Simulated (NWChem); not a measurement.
diantimony (Sb2); SMILES [Sb]#[Sb]

All runs: NWChem. Coordinates come from a PBE0/def2-SVP optimisation. def2 effective core potentials on Sb; no spin-orbit coupling. Level PBE/def2-SVPD: single points from the atomic guess with DIIS by default; each run changes one setting, and all converged runs end within 0.3 mHa of each other. NWChem's automatic level shift, which a small gap switches on, acted in some of these runs.

**Question.** Which setting needs the most SCF iterations, or fails (core-Hamiltonian guess; level shift of 0.5 Ha throughout; DIIS on 20 Fock matrices; defaults; no level shifting)?

**Answer.** core-Hamiltonian guess, with 16 against 6 for the defaults.
| setting | SCF iterations |
|---|---|
| defaults | 6 |
| no level shifting | 6 |
| core-Hamiltonian guess | 16 |
| DIIS on 20 Fock matrices | 6 |
| level shift of 0.5 Ha throughout | 12 |
